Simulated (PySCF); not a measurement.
C₂H₈OSn, SMILES CC[O][SnH3].

The structure is a stationary point at PBE-D3(BJ)/def2-SVP. The structure was generated by enumeration; whether it is a known compound was not checked. The def2 effective core potentials stand for the cores of Sn; spin–orbit coupling is left out. One conformer was computed; it need not be the lowest.

The numbers are results of PBE/def2-TZVP in PySCF, not measurements.

Q: Estimate the frontier levels, gap, dipole moment and polarisability. (The exact figures need the calculation; the answer reports its results.)

A: 
```yaml
highest_occupied_level: -5.86 eV
lowest_empty_level: -1.33 eV
orbital_gap: 4.53 eV
dipole_moment: 0.275 e·Å
quadrupole, principal values (traceless, Buckingham form, about the centre of nuclear charge): -3.06, -0.81, 3.87 D·Å
mean_static_polarisability: 74.0 bohr³ (10.97 Å³)
polarisability_principal_values: 65.8, 66.8, 89.3 bohr³
```
